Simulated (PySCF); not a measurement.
# Correlation energy of Mg (magnesium, neutral)

[Ne] 3s2, closed-shell 1S. Computed with PySCF 2.14 in aug-cc-pCVTZ-DK with one added diffuse shell each of s, p, d, f type (9s8p6d4f, 91 functions), with the spin-free X2C one-electron Hamiltonian (Gaussian nucleus). Frozen: [Ne]; 2 electrons correlated.

With two correlated electrons CCSD is exact within the correlated space (frozen core and kept virtual orbitals).

```json
{"level": "CCSD", "correlation energy (mhartree)": "-33.79"}
```

Diagnostics: T1 = 0.017, D1 = 0.0236, largest double amplitude 0.079.

Cost of the coupled-cluster step: about 6 core-seconds, for 2 correlated electrons.
